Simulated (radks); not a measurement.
Charge is removed step by step from the 1s up level of neutral hydrogen, starting from 1s(up 1, down 0). Method: non-relativistic Kohn-Sham, TPSS, spin-polarised, spherical densities, point nucleus; meta-GGA in the generalised Kohn-Sham scheme; computed with a radial shooting solver on a logarithmic mesh with Libxc functionals.

| removed (e) | E - E(0) (eV) | eigenvalue (eV) |
|---|---|---|
| 0 | 0.000 | -7.776 |
| 0.1 | 0.837 | -8.977 |
| 0.2 | 1.796 | -10.205 |
| 0.3 | 2.879 | -11.450 |
| 0.4 | 4.086 | -12.699 |
| 0.5 | 5.418 | -13.935 |
| 0.6 | 6.872 | -15.131 |
| 0.7 | 8.442 | -16.243 |
| 0.8 | 10.115 | -17.190 |
| 0.9 | 11.868 | -17.764 |

The mean slope of the eigenvalue, de/dn, is 11.1 eV per electron.
